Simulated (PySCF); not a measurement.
BH₂O₂, SMILES O[B]O, multiplicity 2. Atoms are numbered in the order given.

```xyz
5

O      0.0000     1.2210     0.0411
B      0.0000     0.0000    -0.5365
O      0.0000    -1.2210     0.0411
H      0.0000     1.2322     1.0121
H      0.0000    -1.2322     1.0121
```
Charge 0, spin multiplicity 2.

The structure is a stationary point at r2SCAN-D4/def2-TZVP. The isomer is the one that the SMILES or the coordinates give; other isomers of the formula were not compared. One conformer was computed; it need not be the lowest.

Two levels are set side by side: PBE/pcH-1 (PySCF) and B3LYP/pcH-1 (PySCF). Contact hyperfine couplings, same geometry. Differences are taken from unrounded values.

```json
[
 {"quantity": "A(iso) of 17O, atom O1 (MHz)", "PBE": "-187.0"},
 {"quantity": "A(iso) of 11B, atom B2 (MHz)", "PBE": "659.8"},
 {"quantity": "A(iso) of 17O, atom O3 (MHz)", "PBE": "-187.0"},
 {"quantity": "A(iso) of 1H, atom H4 (MHz)", "PBE": "88.8"},
 {"quantity": "A(iso) of 1H, atom H5 (MHz)", "PBE": "88.8"}
]
```

### Question
These are the PBE values. What does B3LYP give? (Estimate from the structure and the level; the computed values follow.)

### Answer

```tsv
quantity	B3LYP	PBE minus B3LYP
A(iso) of 17O, atom O1 (MHz)	-183.9	-3.0
A(iso) of 11B, atom B2 (MHz)	690.7	-30.9
A(iso) of 17O, atom O3 (MHz)	-183.9	-3.0
A(iso) of 1H, atom H4 (MHz)	88.1	0.7
A(iso) of 1H, atom H5 (MHz)	88.1	0.7
```

Rough cost on one machine, each run with all the roots and properties that it gave: B3LYP against PBE within a factor of 2.
